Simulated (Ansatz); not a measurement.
Cost and result up the ladder for the cluster LiAg12 (13 atoms). Charge 0, multiplicity 2. Geometry: PBE-D4/def2-SVP.

```xyz
13

Li   -0.084    0.166    3.174
Ag    2.450   -0.662   -1.019
Ag    0.525   -1.118    0.877
Ag   -0.942    1.100   -0.849
Ag   -1.070    2.348    1.676
Ag    0.277   -0.715   -2.660
Ag   -2.081   -0.276    1.511
Ag    1.475    1.439    0.641
Ag   -1.701   -1.589   -0.969
Ag    1.502    1.797   -2.175
Ag    0.678   -3.077   -1.090
Ag   -1.289   -3.083    1.326
Ag    0.260    3.671   -0.443
```

Ansatz on 2 threads of AMD EPYC 7R13 on a shared host and a share (18 GiB) of an NVIDIA H100 80GB HBM3. Times are rough, and most runs start from the orbitals of an earlier one. PBE0-D4/def2-TZVP serves as the yardstick here, not as an exact answer. Differences are given only for rows in sets of like size (and for xTB, whose basis is part of the method), since another set adds its own error. Binding counts from free atoms at the same level (Li doublet, Ag doublet; other spins of the atoms weren't run), without zero-point energy or a counterpoise term.

In the def2 sets Ag takes a core potential; there is no spin–orbit coupling. LC-ωPBE has ω = 0.4 bohr⁻¹. Correlated methods freeze no core orbitals; core or outer-core shells of Li, Ag are correlated, in sets that lack core-valence functions. Single mean-field runs in def2-TZVP are fitted with def2-universal-jkfit. No other spin state of charge 0 was run. The structure comes from a short search, and lower isomers may exist.

Run but left out: HF/STO-3G, MP2/def2-TZVP (⟨S²⟩ 0.99 to 5.48, where a pure state has 0.75).

Correlated methods converge slowly with the basis.

| level | functions | wall time |
| --- | --- | --- |
| PBE-D4/def2-SVP | 381 | 6.5 s |
| PBE0-D4/def2-TZVP | 494 | 7.5 s |
| PBE-D4/def2-TZVP (with forces) | 494 | 8 s |
| r2SCAN-D4/def2-TZVP | 494 | 8 s |
| PBE0-D4/def2-SVP | 381 | 8.5 s |
| LC-ωPBE/def2-TZVP | 494 | 12 s |
| RPA@PBE/def2-TZVP | 494 | 14 s |

Question: Estimate what each level gives for the binding energy per atom (eV).

Answer: 
```json
{"level": "PBE-D4/def2-SVP", "binding energy per atom (eV)": "1.78", "difference from PBE0-D4/def2-TZVP (eV)": "–", "remarks": "–"}
{"level": "PBE0-D4/def2-TZVP", "binding energy per atom (eV)": "1.62", "difference from PBE0-D4/def2-TZVP (eV)": "0.00", "remarks": "–"}
{"level": "PBE-D4/def2-TZVP (with forces)", "binding energy per atom (eV)": "1.80", "difference from PBE0-D4/def2-TZVP (eV)": "0.18", "remarks": "–"}
{"level": "r2SCAN-D4/def2-TZVP", "binding energy per atom (eV)": "1.83", "difference from PBE0-D4/def2-TZVP (eV)": "0.21", "remarks": "–"}
{"level": "PBE0-D4/def2-SVP", "binding energy per atom (eV)": "1.60", "difference from PBE0-D4/def2-TZVP (eV)": "–", "remarks": "–"}
{"level": "LC-ωPBE/def2-TZVP", "binding energy per atom (eV)": "1.44", "difference from PBE0-D4/def2-TZVP (eV)": "-0.19", "remarks": "spin-contaminated (⟨S²⟩ 0.83)"}
{"level": "RPA@PBE/def2-TZVP", "binding energy per atom (eV)": "1.55", "difference from PBE0-D4/def2-TZVP (eV)": "-0.07", "remarks": "–"}
```
